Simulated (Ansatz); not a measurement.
Reaction (cleavage of the B–Si bond): `[SiH3][SiH2]B[SeH]` + `N[SiH3]` → `[SiH3]NB[SeH]` + `[SiH3][SiH3]`

Calculated with Ansatz (gas phase, PBE0-D4/def2-TZVP geometries, no zero-point term in ΔE). CBS: MP2 limit from def2 TZ/QZ plus the TZ coupled-cluster correction, frozen cores. This one scheme is used for every species. DFT in def2-TZVPP. B3LYP here is the variant with VWN-RPA as its local correlation; programs differ in this. For Se outer-core shells are correlated without core-valence functions, which leaves a few kJ/mol of doubt a bond. Scalar relativity is left out up to krypton. Each species was taken in one conformer, which may not be the lowest.

| level | ΔE (kJ/mol) | difference from CCSD(T)/CBS |
| --- | --- | --- |
| PBE-D4 | -104.4 | 9.2 |
| r2SCAN-D4 | -111.6 | 2.0 |
| PBE0-D4 | -108.9 | 4.7 |
| B3LYP-D4 | -117.8 | -4.2 |
| ωB97M-V | -120.0 | -6.4 |
| PBE | -105.6 | 8.0 |
| r2SCAN | -112.0 | 1.6 |
| PBE0 | -110.2 | 3.4 |
| MP2/def2-TZVPP | -120.1 | -6.5 |
| SCS-MP2/def2-TZVPP | -122.8 | -9.2 |
| CCSD/def2-TZVPP | -118.8 | -5.2 |
| CCSD(T)/def2-TZVPP | -116.3 | -2.7 |
| HF/def2-QZVPP | -133.6 | -20.0 |
| SCS-MP2/def2-QZVPP | -121.5 | -7.9 |
| HF/CBS(def2) | -133.7 | -20.1 |
| MP2/CBS(def2) | -117.4 | -3.8 |
| CCSD(T)/CBS | -113.6 | 0 |

Largest T1 diagnostic among the species: 0.014.

From PBE to PBE0 (25 % exact exchange), in def2-TZVPP and without D4, ΔE moves by −4.6 kJ/mol. In def2-TZVPP, CCSD(T) changes the Hartree–Fock value by +16.8 kJ/mol (the triples alone add +2.6 kJ/mol) and MP2 by +13.0 kJ/mol.

CCSD(T)/CBS has its own doubt, a few kJ/mol and more with outer-core shells, so smaller differences from it don't rank the levels.
